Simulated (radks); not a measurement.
Results of a calculation; reference values are marked as such.
Ionisation of the platinum ion Pt3+, [Xe] 4f14 5d7, to Pt4+, [Xe] 4f14 5d6, under several functionals. Dirac Kohn-Sham, spin-unpolarised, spherical densities, point nucleus; open shells are shared between the two j in proportion to 2j + 1; a radial shooting solver on a logarithmic mesh with Libxc functionals.

functional,E(Pt3+) (hartree),Exc (hartree),IE (eV),-e(HOMO) (eV),<r> HOMO (bohr),IE error (eV)
PBEsol,-18439.3231,-350.8633,45.665,38.117,1.506,+2.665
"LDA (Slater exchange, VWN5 correlation)",-18434.1730,-345.6633,45.941,38.388,1.508,+2.941
"LDA (Slater exchange, Perdew-Wang correlation)",-18434.1405,-345.6305,45.935,38.382,1.508,+2.935
PW91,-18446.2697,-357.8785,45.716,38.169,1.507,+2.716
exchange-only B88,-18441.3934,-352.9472,44.402,36.893,1.516,+1.402
revPBE,-18444.8929,-356.4906,45.553,38.006,1.505,+2.553
Wu-Cohen GGA,-18443.2667,-354.8480,45.675,38.127,1.506,+2.675

NIST Atomic Spectra Database: 43 eV (theoretical). Closest: exchange-only B88. The Delta-SCF values span 1.54 eV, the total energies 12.13 hartree. The highest occupied level is 5d5/2. Spin polarisation and multiplet splitting are left out, so open shells lie too high by an amount that depends on their filling. Sharing an open shell by 2j + 1 raises it above the true ground level by a part of the spin-orbit splitting, which enters the differences from NIST.

Beside tabulated values, note that spin-unpolarised runs miss the spin-polarisation part of the exchange energy of open shells.
